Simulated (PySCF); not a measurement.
**How methods differ on the excitation energy of Au²⁺**

Au²⁺ [Xe] 4f14 5d9 (2D) → Au²⁺ [Xe] 4f14 5d8 6s1 (4F), as a difference of total energies. Calculation: PySCF 2.14, in x2c-TZVPPall with one added diffuse shell each of s, p, d, f type (12s8p8d4f1g, 113 functions); the spin-free X2C one-electron Hamiltonian (Gaussian nucleus). Correlated levels: valence: [Xe] 4f14 frozen. The calculations carry no spin-orbit coupling.

```tsv
method	excitation energy (eV)
UHF	3.819
MP2 (valence)	4.351
SCS-MP2 (valence)	4.531
CCSD (valence)	4.279
CCSD(T) (valence)	4.312
```

Problem. How much does correlation contribute at CCSD(T) (valence)?

Solution. 4.312 − (3.819) = 0.493 eV, measured against UHF.

A first-order spin-orbit estimate (lowest level to lowest level, LS coupling) adds -0.381 eV.
